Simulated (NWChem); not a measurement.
System: CCl3F; SMILES ClC(F)(Cl)Cl

Computed with NWChem. Pople sets run with spherical d functions. Geometry: optimised at B3LYP/6-31G* (spherical d). Level: PBE/6-31G* with SMD (1 M gas to 1 M solution), gas-phase geometry.

Q: Estimate the computed values for solvent tetrahydrofuran. Quantities: solvation free energy (kcal/mol); cavity-dispersion-structure term (kcal/mol); dipole in solution (D).

A: 
```
Property                                     Result
-------------------------------------------  ------
solvation free energy (kcal/mol)               -2.2
cavity-dispersion-structure term (kcal/mol)    -1.9
dipole in solution (D)                         0.03
```
